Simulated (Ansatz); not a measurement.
# Relaxing a trial structure of C2HAlGa−

The starting geometry of this gas-phase triplet was optimised with GFN2-xTB as a singlet.

```xyz
5

C    -0.7467    0.4996    1.1128
C    -0.8602    1.4814    0.3058
Al    0.5497    2.8704    0.0233
Ga    1.1207    0.9674    1.7793
H     0.1552    4.1175   -1.1388
```

Predict what it relaxes into with B3LYP-D3(BJ)/def2-SVPD.

A bond breaks, giving a structure given below by its coordinates. Contacts that open: Al3–Ga4 (2.65 → 3.22 Å).

The energy falls by 0.83 eV over 19 steps:

| step | E − E(last) (eV) |
| --- | --- |
| 1 | 0.830 |
| 3 | 0.573 |
| 5 | 0.528 |
| 7 | 0.427 |
| 9 | 0.125 |
| 11 | 0.019 |
| 13 | 0.002 |
| 15 | 0.000 |
| 17 | 0.000 |
| 19 | 0.000 |

Final geometry (Å):

| atom | x (Å) | y (Å) | z (Å) |
| --- | --- | --- | --- |
| C | -0.7833 | 0.3926 | 1.0041 |
| C | -0.6692 | 1.5851 | 0.5627 |
| Al | -0.1284 | 3.3919 | 0.1805 |
| Ga | 1.2351 | 0.8344 | 1.5774 |
| H | 0.5646 | 3.7324 | -1.2424 |

Frequencies at the end are all real (lowest 79 cm⁻¹). Open shells are spin-unrestricted. The triplet needn't be the ground state. Run with Ansatz 0.2.0, 3.4 min on 2 threads of Intel(R) Xeon(R) Processor @ 2.50GHz (Skylake/Cascade Lake) (shared host).
